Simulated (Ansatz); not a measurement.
AsH₃: single points at one geometry.

```yaml
crystal:
  periodic: [false, false, false]
  atoms:
    - {symbol: As, position_ang: [-0.005381, 0.005339, 0.651963]}
    - {symbol: H, position_ang: [1.267301, -0.030291, -0.206682]}
    - {symbol: H, position_ang: [-0.606184, 1.108496, -0.231422]}
    - {symbol: H, position_ang: [-0.655736, -1.083554, -0.213859]}
basis:
  gaussian: {orbitals: def2-TZVP}
magnetization: {spin_polarized: true, initial_magnetization: 2}
hamiltonian: {xc: pbe0, dispersion: d4}
scf: {omitted_lower_state_checks: [starts]}
output: {orbitals: {seedname: orbitals}}
```

The file start.molden holds the orbitals of an earlier run on this structure, at another level or in another basis.

```sh
$ ansatz run in.yaml --threads 2 --pin off --events-out ev --progress --plain --max-ram 4352MiB
```

Shortened log:

```
Functional definition: PBE0
  name "PBE0"
  cite "Adamo & Barone, J. Chem. Phys. 110, 6158 (1999) doi:10.1063/1.478522"
  cite "Perdew, Burke & Ernzerhof, Phys. Rev. Lett. 77, 3865 (1996) doi:10.1103/PhysRevLett.77.3865"
  parent pbe
  parameter a = 0.25
  parameter kappa = 0.804
  parameter beta = 0.06672455060314922
  exchange = (1 - a)*pbe_x(kappa = kappa, mu = beta*pi^2/3) + a*exact_x
  correlation = pbe_c(beta = beta)
these checks for a lower state are left out or cut short: starts
474 factors; integrals over basis functions are off by at most 8.2e-4 eV
mean field evaluation 1: about -60875.8145 eV, gradient 1.1e1 eV
mean field evaluation 2: about -60876.1195 eV, gradient 9.0e0 eV
mean field evaluation 4: about -60876.3956 eV, gradient 4.8e-1 eV
mean field evaluation 8: about -60876.4387 eV, gradient 5.5e-2 eV
mean field evaluation 16: about -60876.4388 eV, gradient 7.0e-4 eV
mean field evaluation 32: about -60876.4391 eV, gradient 5.0e-2 eV
mean field -60876.43920442 eV, -2237.1678772300 hartree, gradient 2.2e-6 eV, S^2 2.006191; 0 other end points of the search recorded, 0 dependent functions left out
reference -60876.43922850 eV, -2237.1678781150 hartree; 19, 17 occupied and 47, 49 virtual orbitals, 474 factors
Total energy: -60876.46632171 eV, -2237.1688737719 hartree
Checks for a lower state left out: starts
```

Run time 3.4 s (2 threads of Intel Xeon 6975P-C on a shared host).

First input, but with `gaussian: {orbitals: def2-TZVP, initial_orbitals: start.molden}`, `hamiltonian: {xc: pbe, dispersion: d4}` (abridged; 0.8 s):

```
Functional definition: PBE
mean field evaluation 16: about -60874.5911 eV, gradient 8.3e-6 eV
mean field -60874.59113895 eV, -2237.0999620767 hartree, gradient 8.3e-6 eV, S^2 2.004390
Total energy: -60874.62440465 eV, -2237.1011845685 hartree
Checks for a lower state left out: starts
```

As the first input, with `gaussian: {orbitals: def2-TZVP, initial_orbitals: start.molden}`, `hamiltonian: {xc: r2scan, dispersion: d4}` (abridged; 1.8 s):

```
Functional definition: r2SCAN
mean field -60883.65078589 eV, -2237.4328979606 hartree, gradient 8.9e-6 eV, S^2 2.008831
Total energy: -60883.65804524 eV, -2237.4331647368 hartree
Checks for a lower state left out: starts
```

Geometry: PBE-D4/def2-TZVP, that of the neutral singlet.

At PBE0-D4/def2-TZVP a singlet of charge 0 lies 5.90 eV below the triplet at the same geometry.
